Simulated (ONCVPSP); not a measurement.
## Pseudopotential generation for Cr: ONCV, PBE, scalar-relativistic.

ONCVPSP 4.0.1 input, shortened (lines: element, Z, core and valence counts, functional; n l f; lmax; l rc ep ncon nbas qcut; lloc lpopt rc5 dvloc0; l nproj debl; icmod fcfact rcfact), PBE, scalar-relativistic:

```
  Cr 24.00    3    3        4      upf
    1    0    2.00
    2    0    2.00
    2    1    6.00
    3    0    2.00
    3    1    6.00
    3    2    4.00
    3
    0    1.15    0.00    4    9    9.50
    1    1.05    0.00    4    7    8.50
    2    1.75    0.00    3    7    7.80
    3    1.05    0.25    4    7   11.90
    3    5    1.05    0.00
    0    2    3.00
    1    2    2.90
    2    1    1.40
    3    0    1.90
    3    2.50    1.45
```

In the s channel the program set the typed energies aside and used -3.497, 0.250 Ha.

- Cutoffs needed: 36 Ha and 73 Ha (the cutoffs (Ha) at which the residual kinetic energy of the hardest occupied pseudo-wave falls to 1 and 0.1 mHa per electron)
- Ghost test: no bound ghost flagged; GHOST(+) flagged for s at 365.8 eV
- Largest excitation error: +107 meV (all-electron minus pseudo) for 3s2 3p6 3d3, out of 4 test configurations
- rms error of d²Exc/dni dnj: 1.63 mHa without and 1.01 mHa with the model core
